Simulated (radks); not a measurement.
Results of a calculation; reference values are marked as such.
The table gives one normalised radial function P(r) = r R(r) of Pm2+ in [Xe] 4f5 (r in bohr). Code: a radial shooting solver on a logarithmic mesh with Libxc functionals. Model: non-relativistic Kohn-Sham, Tao-Mo meta-GGA, spin-polarised, spherical densities, point nucleus; open shells are filled with parallel spins first (spin-orbit coupling, left out, can overturn this in heavy ions); meta-GGA in the generalised Kohn-Sham scheme; relativity is left out, which matters for an element this heavy.

r,P
0.0008229,0.0206
0.001089,0.0268
0.001441,0.0347
0.001906,0.0446
0.002522,0.0568
0.003337,0.0713
0.004415,0.0879
0.005842,0.1057
0.007729,0.1226
0.01023,0.1349
0.01353,0.1369
0.0179,0.1207
0.02369,0.0781
0.03134,0.0045
0.04147,-0.0932
0.05487,-0.1873
0.0726,-0.2265
0.09607,-0.1543
0.1271,0.0400
0.1682,0.2616
0.2225,0.3201
0.2944,0.0826
0.3896,-0.3169
0.5154,-0.4909
0.682,-0.1744
0.9024,0.4361
1.194,0.8884
1.58,0.9047
2.09,0.5934
2.766,0.2557
3.659,0.0683
4.842,0.0102

Which n and l does it have? It may be an empty orbital.

Answer. n = 5, l = 0: the number of nodes gives n - l - 1 = 4, the rise at small r (about r^(l+1)) gives l, and the extent must fit the shell. The curve is that of 5s down; the table hardly tells the two spins apart. 5s down: eigenvalue -48.976 eV, 4 radial nodes at r = 0.0318, 0.121, 0.313, 0.743 bohr, <r> = 1.55 bohr, 90 % of the charge inside 2.23 bohr.
